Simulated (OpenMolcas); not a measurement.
# Run times for CH3BN2 (SMILES [H]/N=C1/BN1)

The species is CH3BN2 (7 atoms), meant as a singlet with charge 0. As SMILES, `[H]/N=C1/BN1`. The coordinates come from a GFN2-xTB relaxation.

```xyz
7

N    -1.3704    0.6059   -0.8584
C    -0.5025    0.2241   -0.0544
B     0.2550   -0.1058    1.1997
N     0.7841   -0.3500   -0.0509
H    -1.1447    0.4982   -1.8476
H     0.5009   -0.2094    2.3195
H     1.4776   -0.6629   -0.7078
```

Program: OpenMolcas 26.06. Hardware: 1 thread of Arm Neoverse V2, shared host, so times are rough. Two-electron integrals are exact unless an approximation is named.

Q: Estimate their order by wall time, quickest first.
A. gradient at TPSSh/3-21G, grid UltraFine
B. gradient at HF/pcseg-1
C. gradient at HF/STO-3G
D. energy at CCSD(T)/def2-SVPD (Cholesky decomposition), 4 core orbitals frozen

A: C (1.6 s), B (4.2 s), A (16 s), D (4.2 min).
